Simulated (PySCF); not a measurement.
Compound: C3H5BF2O2S.
Numbering: `[O:1]=[S:2]1(=[O:3])[CH2:4][CH2:5][C@@H:6]1[B:7]([F:8])[F:9]` (hydrogens: H10, H11 on C4; H12, H13 on C5; H14 on C6)

A PySCF run (density fitting, gas phase, GFN2-xTB geometry) gave HOMO -8.64 eV, LUMO -1.36 eV, dipole 5.13 D.

Question: Which of these levels was it?
A. PBE0/def2-SVPD
B. PBE0/pcSseg-1
C. X3LYP/def2-SVPD

Answer: C. It is X3LYP/def2-SVPD. All candidates on this geometry:

```json
{"level and settings": "X3LYP/def2-SVPD", "kind": "global hybrid", "basis functions": "239", "SCF cycles": "15", "E (Eh)": "-889.8790", "HOMO (eV)": "-8.64", "LUMO (eV)": "-1.36", "dipole (D)": "5.13"}
{"level and settings": "PBE0/def2-SVPD", "kind": "global hybrid", "basis functions": "239", "SCF cycles": "14", "E (Eh)": "-889.4404", "HOMO (eV)": "-8.81", "LUMO (eV)": "-1.18", "dipole (D)": "5.09"}
{"level and settings": "PBE0/pcSseg-1", "kind": "global hybrid", "basis functions": "185", "SCF cycles": "15", "E (Eh)": "-889.8334", "HOMO (eV)": "-8.73", "LUMO (eV)": "-1.04", "dipole (D)": "4.94"}
```

The nearest other candidate, by the summed differences of HOMO and LUMO, is PBE0/def2-SVPD: its HOMO differs by -0.17 eV and its LUMO by +0.18 eV. Cycle counts include a coarse-grid stage where the run had one.

Conformer computed: `[O:1]=[S:2]1(=[O:3])[CH2:4][CH2:5][C@@H:6]1[B:7]([F:8])[F:9]`: C5–C6–B7–F8 171°.
